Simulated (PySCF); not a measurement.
# Al (aluminium, neutral) across methods

[Ne] 3s2 3p1, 2P determinant. All numbers are calculated (PySCF 2.14, no relativity, point nucleus, in dyall-acv3z (19s12p6d4f, 113 functions)).

```json
{"method": "PBE0", "E (hartree)": "-242.2563", "mean ε 3s α (eV)": "-8.971", "mean ε 3s β (eV)": "-8.165", "mean ε 3p α (eV)": "-3.909", "Σ⟨r²⟩ (bohr²)": "32.52", "⟨S²⟩": "0.757"}
{"method": "LDA", "E (hartree)": "-241.3222", "mean ε 3s α (eV)": "-8.000", "mean ε 3s β (eV)": "-7.418", "mean ε 3p α (eV)": "-3.013", "Σ⟨r²⟩ (bohr²)": "32.86", "⟨S²⟩": "0.752"}
{"method": "UHF", "E (hartree)": "-241.88062", "mean ε 3s α (eV)": "-11.580", "mean ε 3s β (eV)": "-9.888", "mean ε 3p α (eV)": "-5.946", "Σ⟨r²⟩ (bohr²)": "33.20", "⟨S²⟩": "0.771"}
{"method": "r2SCAN", "E (hartree)": "-242.3388", "mean ε 3s α (eV)": "-8.033", "mean ε 3s β (eV)": "-7.377", "mean ε 3p α (eV)": "-3.342", "Σ⟨r²⟩ (bohr²)": "32.43", "⟨S²⟩": "0.763"}
{"method": "PBE", "E (hartree)": "-242.2359", "mean ε 3s α (eV)": "-7.882", "mean ε 3s β (eV)": "-7.288", "mean ε 3p α (eV)": "-3.094", "Σ⟨r²⟩ (bohr²)": "32.75", "⟨S²⟩": "0.755"}
{"method": "TPSSh", "E (hartree)": "-242.3815", "mean ε 3s α (eV)": "-8.431", "mean ε 3s β (eV)": "-7.590", "mean ε 3p α (eV)": "-3.573", "Σ⟨r²⟩ (bohr²)": "32.26", "⟨S²⟩": "0.758"}
{"method": "B97-3", "E (hartree)": "-242.3439", "mean ε 3s α (eV)": "-8.983", "mean ε 3s β (eV)": "-8.174", "mean ε 3p α (eV)": "-3.783", "Σ⟨r²⟩ (bohr²)": "32.30", "⟨S²⟩": "0.755"}
```

Q: Estimate the same row for r2SCAN0.

A: E (hartree) = -242.3355; mean ε 3s α (eV) = -9.052; mean ε 3s β (eV) = -8.202; mean ε 3p α (eV) = -4.089; Σ⟨r²⟩ (bohr²) = 32.37; ⟨S²⟩ = 0.763.
